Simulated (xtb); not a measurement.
GaH₃S₂, SMILES [SH][GaH][SH]. All values are semi-empirical tight-binding results from xtb (GFN2-xTB unless named), good for trends rather than for accurate numbers. Coordinates come from a GFN2-xTB optimisation. Other conformers were not sampled.

Optimised geometry:

```xyz
6

Ga    -0.3494    -0.3802     0.0634
H     -1.4087    -1.5306     0.2603
S      1.5367    -0.3824     1.2365
H      1.2806    -1.5474     1.8286
S     -0.7297     1.2593    -1.3843
H     -1.9537     0.8336    -1.6916
```

For metal compounds this method's bond lengths and energies can be far off.

Computed properties:
```yaml
point_group_as_xtb_finds_it: C2
orbital_gap: 3.79 eV
zero_point_energy: 13.4 kcal/mol
G − E(el) at 298.15 K (modified RRHO): -5.7 kcal/mol
```

Task: Give the atomic charges and the Wiberg bond orders between heavy atoms. (The exact figures need the calculation; the answer reports its results.)

Result: charges (e) Ga1 0.14, H2 -0.06, S3 -0.24, H4 0.20, S5 -0.24, H6 0.20. Bond orders Ga1–S3 1.16, Ga1–S5 1.16.
